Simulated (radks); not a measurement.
Excited configurations of Ir: one electron is placed in a higher orbital outside [Xe] 4f14 5d7 6s1. The ground configuration is [Xe] 4f14 5d7 6s2. Calculated with a radial shooting solver on a logarithmic mesh with Libxc functionals: scalar-relativistic Kohn-Sham, r2SCAN, spin-polarised, spherical densities, finite nucleus; open shells are filled with parallel spins first (spin-orbit coupling, left out, can overturn this in heavy ions); meta-GGA in the generalised Kohn-Sham scheme; Fermi nuclear charge, rms radius 5.4032 fm. Excitation = E - E(ground); binding = E(ion) - E, where the ion is the core of charge +1; n* = 1/sqrt(2 binding) in atomic units, and the quantum defect is n - n*.

outer orbital,excitation (eV),binding (eV),quantum defect,eigenvalue (eV),<r> (bohr)
6p,3.872,4.948,4.342,-2.580,3.977
7s,6.137,2.683,4.748,-1.657,7.984
7p,6.970,1.850,4.288,-1.103,10.80
7f,8.389,0.431,1.382,-0.267,45.77

The Delta-SCF ionisation energy is 8.820 eV (NIST Atomic Spectra Database: 8.967 eV, measured). Self-interaction in the functional shifts the binding energies and quantum defects, so they are the method's values and not measured ones. Open shells are spherical and high-spin; term and fine-structure splittings are not resolved. Spin-orbit splitting is averaged out at the scalar-relativistic level.
